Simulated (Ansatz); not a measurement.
This geometry of CH₇ClSiSn (11 atoms, charge 0, multiplicity 1) is a first-order saddle point.

Method: Ansatz 0.2.0, RKS PBE-D4/def2-SVP.

```xyz
11
Properties=species:S:1:pos:R:3
Cl -0.677 2.275 0.260
C 0.637 1.344 1.086
Si 0.752 -0.486 0.489
Sn -1.039 -0.975 -1.309
H 0.434 1.391 2.173
H 1.587 1.881 0.892
H 2.137 -0.732 -0.056
H 0.576 -1.395 1.679
H -2.632 -0.749 -0.686
H -0.818 0.018 -2.702
H -0.891 -2.629 -1.806
```

(1) Which two structures does it join? (They come from a converged band through this point; their orientation in space is the band's.)

(2) How far does it lie above each of them?

Results:

(1) No bond is made or broken. The dihedral Cl1–C2–Si3–Sn4 goes from 52 to -52°. The two ends are copies of one structure, up to a mirror image or an exchange of like atoms.

Image 0:

```xyz
11
Properties=species:S:1:pos:R:3
Cl -0.960 2.040 1.029
C 0.712 1.358 0.931
Si 0.610 -0.532 0.658
Sn -0.945 -0.967 -1.358
H 1.237 1.616 1.873
H 1.233 1.862 0.094
H 2.005 -1.058 0.418
H 0.070 -1.174 1.908
H -2.608 -0.882 -0.908
H -0.638 0.212 -2.586
H -0.650 -2.532 -2.038
```

Image 8:

```xyz
11
Properties=species:S:1:pos:R:3
Cl 0.083 2.476 -0.032
C 0.409 1.230 1.239
Si 0.868 -0.425 0.398
Sn -0.968 -0.976 -1.334
H -0.506 1.131 1.857
H 1.224 1.612 1.885
H 2.211 -0.276 -0.263
H 0.976 -1.490 1.461
H -2.515 -0.570 -0.677
H -0.743 -0.102 -2.804
H -0.975 -2.667 -1.707
```

(2) 0.077 eV above the first and 0.077 eV above the second. This is the barrier of this one path; another mechanism may lie lower.

The run took 67 s on 2 threads of Intel(R) Xeon(R) Platinum 8375C CPU @ 2.90GHz (Ice Lake), on a shared host, peak memory 0.18 GiB.
